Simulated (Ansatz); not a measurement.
Total energies of `[OH][Ti]([OH])([OH])[Br]`.

```xyz
8

O     0.163   -0.887   -1.461
Ti    0.192    0.106    0.012
O    -0.229    1.785   -0.424
O    -0.953   -0.492    1.235
Br    2.382   -0.005    0.939
H     0.626   -1.671   -1.759
H    -0.703    2.446    0.085
H    -1.478   -1.281    1.372
```

Total charge 0; spin multiplicity 1. Correlated methods include outer-core shells of Br, Ti, which these sets cover unevenly. Scalar relativity is left out up to krypton. All single points use the PBE0-D4/def2-TZVP geometry. It is one conformer, not always the lowest. Basis def2-TZVPP, the Gaussian-basis code of Ansatz.

RPA on PBE orbitals: Hartree–Fock energy of these orbitals -3647.36745 Eh, correlation -2.17351 Eh (frozen core).

```csv
functional,energy without D4 (Eh),D4 term (kJ/mol)
LDA (SPW92),-3644.26890,–
PBE,-3650.62535,-19.1
BLYP,-3651.49168,-40.4
B97M-V,-3650.70979,–
PBE0,-3650.70752,-16.4
B3LYP,-3651.50010,-31.0
r2SCANh,-3651.27944,-4.9
r2SCAN0,-3651.22990,-5.5
BHLYP,-3651.27979,-26.5
CAM-B3LYP,-3651.53618,-17.0
LC-ωPBE,-3650.77372,–
ωB97X-V,-3651.00457,–
ωB97M-V,-3651.17496,–
B2PLYP,-3650.76797,–
```

(1) Give the same for revPBE, r2SCAN, HSE06 (plane-wave form), PBE-QIDH. (Best estimate.)

B3LYP takes the VWN-RPA correlation (the form of Gaussian; ORCA's B3LYP/G). HSE06 is the plane-wave form, built on full-range PBE exchange. The double hybrids freeze the cores in their second-order part.

Results:

(1) The calculation gave: 
```tsv
functional	energy without D4 (Eh)	D4 term (kJ/mol)
revPBE	-3651.06932	-48.2
r2SCAN	-3651.31464	-4.5
HSE06 (plane-wave form)	-3650.69402	-15.5
PBE-QIDH	-3650.25446	–
```

LC-ωPBE has ω = 0.4 bohr⁻¹.
